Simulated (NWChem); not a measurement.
System: Si₂NH₆Cl; SMILES N[SiH2][SiH2]Cl

Here is an NWChem input.

```
start job
memory heap 200 mb stack 900 mb global 1100 mb
geometry units angstroms noautosym nocenter noautoz
  Si    -0.917149     0.674074     0.239573
  Cl     0.645906     1.980418    -0.287244
  Si    -0.304333    -1.538931    -0.321370
  N      1.175298    -2.131705     0.377451
  H     -1.140236     0.857121     1.700636
  H     -2.137967     1.147386    -0.470309
  H     -1.410799    -2.429855     0.129496
  H     -0.169743    -1.607126    -1.801029
  H      1.207220    -2.299150     1.377078
  H      2.048841    -1.719625     0.067563
end
basis spherical
  Si library 6-31g*
  Cl library 6-31g*
  N library 6-31g*
  H library 6-31g*
end
dft
  xc hfexch
  iterations 150
  mulliken
end
task dft energy
esp
  recalculate
  probe 0.07
  range 0.3
  factor 1.0
  spacing 0.02
end
task esp
```

Parts of the log:

```
             Northwest Computational Chemistry Package (NWChem) 7.3.0
             --------------------------------------------------------

                             Geometry "geometry" -> ""
                             -------------------------

 Output coordinates in angstroms (scale by  1.889725989 to convert to a.u.)

  No.       Tag          Charge          X              Y              Z
 ---- ---------------- ---------- -------------- -------------- --------------
    1 Si                  14.0000    -0.91714900     0.67407400     0.23957300
    2 Cl                  17.0000     0.64590600     1.98041800    -0.28724400
    3 Si                  14.0000    -0.30433300    -1.53893100    -0.32137000
    4 N                    7.0000     1.17529800    -2.13170500     0.37745100
    5 H                    1.0000    -1.14023600     0.85712100     1.70063600
    6 H                    1.0000    -2.13796700     1.14738600    -0.47030900
    7 H                    1.0000    -1.41079900    -2.42985500     0.12949600
    8 H                    1.0000    -0.16974300    -1.60712600    -1.80102900
    9 H                    1.0000     1.20722000    -2.29915000     1.37707800
   10 H                    1.0000     2.04884100    -1.71962500     0.06756300

 Effective nuclear repulsion energy (a.u.)     265.8968663061

  xc_inp: hfexch multiplicative factor not found.

                                 NWChem DFT Module
                                 -----------------

 Summary of "ao basis" -> "ao basis" (spherical)
 ------------------------------------------------------------------------------
       Tag                 Description            Shells   Functions and Types
 ---------------- ------------------------------  ------  ---------------------
 Si                          6-31g*                  8       18   4s3p1d
 Cl                          6-31g*                  8       18   4s3p1d
 N                           6-31g*                  6       14   3s2p1d
 H                           6-31g*                  2        2   2s

            General Information
            -------------------
          SCF calculation type: DFT
          Wavefunction type:  closed shell.
          No. of atoms     :    10
          No. of electrons :    58
           Alpha electrons :    29
            Beta electrons :    29
          Charge           :     0
          Spin multiplicity:     1
          Use of symmetry is: off; symmetry adaption is: off
          Maximum number of iterations: 150
          AO basis - number of functions:    80
                     number of shells:    42
          Convergence on energy requested:  1.00D-06
          Convergence on density requested:  1.00D-05
          Convergence on gradient requested:  5.00D-04

              XC Information
              --------------
                     Hartree-Fock (Exact) Exchange  1.000

      Superposition of Atomic Density Guess
      -------------------------------------

 Sum of atomic energies:       -1094.36833124

      Non-variational initial energy
      ------------------------------

 Total energy =   -1095.698747
 1-e energy   =   -2042.517385
 2-e energy   =     680.921772
 HOMO         =      -0.274881
 LUMO         =       0.015318

     ---------------------------------------------
      Total Density - Mulliken Population Analysis
     ---------------------------------------------

    Atom       Charge   Shell Charges
 -----------   ------   -------------------------------------------------------
    1 Si  14    13.53   2.00  2.00  5.97  0.99  1.59  0.35  0.52  0.12
    2 Cl  17    17.46   2.00  2.00  5.98  1.38  3.72  0.57  1.79  0.01
    3 Si  14    13.46   2.00  2.00  5.97  0.96  1.62  0.30  0.47  0.15
    4 N    7     8.22   2.00  0.82  2.67  0.83  1.89  0.01
    5 H    1     1.05   0.47  0.58
    6 H    1     1.05   0.47  0.58
    7 H    1     1.06   0.47  0.59
    8 H    1     1.06   0.47  0.59
    9 H    1     0.56   0.41  0.15
   10 H    1     0.56   0.41  0.15

[...]

                     NWChem Electrostatic Potential Fit Module
                     -----------------------------------------

 Atom parameters

 Number of atoms is                                   10
 Number of basis functions is                         80

 Grid parameters

 Maximum number of grid points is                  46776
 Number of grid points is                          46775
 Grid range                                     0.300000 nm
 Grid spacing                                   0.020000 nm
 Probe radius                                   0.070000 nm
 Atom radius factor                             1.000000

 Atomic radii

    1    0.100000
    7    0.140000
   14    0.187000
   17    0.169000
 FASTESP  F
  using M.O. file = ./job.movecs

    Atom              Coordinates                           Charge

                                                  ESP

    1 Si   -0.091715    0.067407    0.023957    0.421047
    2 Cl    0.064591    0.198042   -0.028724   -0.306055
    3 Si   -0.030433   -0.153893   -0.032137    0.669056
    4 N     0.117530   -0.213171    0.037745   -0.945823
    5 H    -0.114024    0.085712    0.170064   -0.108790
    6 H    -0.213797    0.114739   -0.047031   -0.113903
    7 H    -0.141080   -0.242986    0.012950   -0.163856
    8 H    -0.016974   -0.160713   -0.180103   -0.154428
    9 H     0.120722   -0.229915    0.137708    0.348349
   10 H     0.204884   -0.171963    0.006756    0.354403
                                            ------------
                                                0.000000

 Dipole moment                                  0.805016

 Quadrupole moment Qxx                         12.914248
                   Qyy                        -21.606622
                   Qzz                          8.692375

 RMS deviation kJ/mol                           0.067222

 RRMS %                                        32.367662
```

Level: Hartree-Fock/6-31G* (spherical d). The geometry was optimised at B3LYP/6-31G* (spherical d).
